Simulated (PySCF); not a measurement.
Compound: C7H7OPS.
Numbering: `[CH:1]#[C:2][c:3]1[s:4][c:5]([CH3:6])[p:7][c:8]1[O:9][CH3:10]`

NICS is the negative of the GIAO shielding at a point without a nucleus: at the ring centre (0) and 1 Å above and below it (1); zz is the component along the ring normal. Level: GIAO PBE0/pcSseg-1 (PySCF, non-relativistic, gas phase) on the GFN2-xTB geometry, one conformer.

Ring bond lengths (Å), with Mayer bond orders in brackets: C3–S4 1.735 (1.14), S4–C5 1.724 (1.16), C5–P7 1.715 (1.42), P7–C8 1.783 (1.11), C8–C3 1.376 (1.46).

Question: Give the NICS values of each ring in ppm.

Answer: 
| ring | type | NICS(0) | NICS(1), two faces | NICS(1)zz, two faces | rms pucker (Å) | centre to ring atoms, mean (Å) |
| --- | --- | --- | --- | --- | --- | --- |
| C3–S4–C5–P7–C8 | 5-membered ring with P and S; formal bonds all aromatic | -11.1 | -9.9 / -9.9 | -19.3 / -19.3 | 0.00 | 1.41 |

Question: What can be read from them?

Answer: 
- C3–S4–C5–P7–C8: mean NICS(1)zz -19.3 ppm, shielded.

Question: How equal are the bonds by HOMA? HOMA = 1 − mean of α(R − Ropt)² over the ring bonds, with Krygowski's 1993 parameters (CC: Ropt 1.388 Å, α 257.7 Å⁻²; CP: Ropt 1.698 Å, α 118.91 Å⁻²; CS: Ropt 1.677 Å, α 94.09 Å⁻²).

Answer: 
- C3–S4–C5–P7–C8: HOMA 0.71; the largest term is that of P7–C8, α(R − Ropt)² = 0.86.

Question: At the second NICS(1) probe listed for ring C3–S4–C5–P7–C8, 1 Å off the ring, how large is the induced field along the normal in 11.7 T applied along it?

Answer: NICSzz × B0 = -19.3 ppm × 11.7 T = -226 μT, against the applied field.

Shape of the structure used: `[CH:1]#[C:2][c:3]1[s:4][c:5]([CH3:6])[p:7][c:8]1[O:9][CH3:10]`: P7–C8–O9–C10 -1°.
